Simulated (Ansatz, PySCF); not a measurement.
System: CH4B (charge -1, singlet). It need not be the lowest isomer of its formula. Whether it binds its extra electron was not tested at this geometry. 
Geometry from a B3LYP-D3(BJ)/def2-TZVP (Ansatz, a program for electronic structure) optimisation:
```xyz
6

B      0.7609     0.1006     0.0064
C     -0.6771    -0.0895    -0.0057
H      1.5382    -0.7725    -0.3501
H      1.2786     1.1450     0.3736
H     -1.1651    -1.0123    -0.3289
H     -1.3934     0.6739     0.3075
```
Charge -1, spin multiplicity 1.

Total electronic energies in hartree. Valence correlation only, unless marked. No spin-orbit coupling. No relativistic terms. CBS marks a two-point X^-3 extrapolation of the correlation energy; Hartree-Fock from the larger set.

```json
[
 {"level": "HF/cc-pVTZ", "program": "Ansatz", "energy (Eh)": "-64.85299"},
 {"level": "RI-HF/def2-QZVPP", "program": "Ansatz", "energy (Eh)": "-64.86202"},
 {"level": "PBE-D3(BJ)/def2-TZVPD", "program": "Ansatz + dftd3", "energy (Eh)": "-65.26407"},
 {"level": "TPSS/def2-TZVPD", "program": "PySCF", "energy (Eh)": "-65.38799"},
 {"level": "r2SCAN-D3(BJ)/def2-TZVPD", "program": "Ansatz + dftd3", "energy (Eh)": "-65.32027"},
 {"level": "PBE0/def2-QZVPP", "program": "Ansatz", "energy (Eh)": "-65.28019"},
 {"level": "r2SCAN0/def2-TZVPD", "program": "Ansatz", "energy (Eh)": "-65.31459"},
 {"level": "CAM-B3LYP/def2-TZVPD", "program": "Ansatz", "energy (Eh)": "-65.32594"},
 {"level": "LC-wPBE-D3(BJ)/def2-TZVPD", "program": "Ansatz + dftd3", "energy (Eh)": "-65.31919"},
 {"level": "MP2/aug-cc-pVTZ", "program": "Ansatz", "energy (Eh)": "-65.17132"},
 {"level": "RI-MP2/aug-cc-pVQZ", "program": "Ansatz", "energy (Eh)": "-65.19121"},
 {"level": "SCS-MP2/cc-pVQZ", "program": "Ansatz", "energy (Eh)": "-65.19511"},
 {"level": "CCSD(T)/6-31G*", "program": "Ansatz", "energy (Eh)": "-65.06795"},
 {"level": "CCSD(T)/cc-pwCVTZ", "program": "Ansatz", "energy (Eh)": "-65.20403"},
 {"level": "CCSD(T)/CBS(def2-TZVPPD,def2-QZVPPD)", "program": "Ansatz", "energy (Eh)": "-65.2356"}
]
```

Totals of different functionals don't rank their quality; only differences between species are comparable.
